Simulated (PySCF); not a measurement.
Computed shifts of a molecule C₅H₆S, HF/pcSseg-1 run with PySCF, GIAO, gas phase, equivalent atoms averaged, in ppm (number of nuclei): ¹³C: 145.0 (1), 141.9 (1), 136.1 (1), 134.4 (1), 17.9 (1). ¹H: 7.60 (1), 7.32 (1), 7.22 (1), 2.68 (3). References: ¹³C against TMS (σ = 192.6 ppm); ³³S against H2S (σ = 725.2 ppm); ¹H against TMS (σ = 31.99 ppm), references at their B3LYP-D3(BJ)/def2-TZVP geometries, non-relativistic. Coordinates come from a PBE0-D3(BJ)/def2-SVP optimisation. Other conformers were not sampled.

Q: Which molecule gave these data?
A) C=C1CC=CS1
B) C=C1CC(=C)S1
C) C#CC1CSC1
D) Cc1ccsc1

A: D, Cc1ccsc1
